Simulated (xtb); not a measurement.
F$_{3}$Sn (SMILES [F][Sn+]([F])[F]), charge +1, singlet, geometry from GFN2-xTB (such geometries of metal compounds can be far from the true shape), atoms displaced at random by about 0.05 Å a coordinate. Base run: GFN1-xTB run with xtb 6.7.1.

Input for xtb:
```
$ xtb mol.xyz --gfn 1 --chrg 1 --opt --json

# file mol.xyz
4

Sn    -0.04437319     0.05222501     0.02495814
F     -1.70105123    -1.13039136     0.12103404
F      0.00094034     1.92936110    -0.77550139
F      1.73765621    -0.72291123     0.71508568
```

Variants of this job, named by their change:

```tsv
change	ΔE vs base (kJ/mol)	optimiser steps
base	0.00	7
engine = inertial	0.08	-
opt level = sloppy	0.02	5
alpb = dmf	(withheld)	6
opt level = crude	0.05	4
opt level = vtight	0.00	9
opt level = lax	0.02	5
engine = lbfgs	0.00	-
alpb = water	(withheld)	7
opt level = extreme	0.00	9
```

Problem. Fill in the missing entries.

Solution. 
- alpb = dmf, ΔE vs base (kJ/mol): -165.8
- alpb = water, ΔE vs base (kJ/mol): -146.2
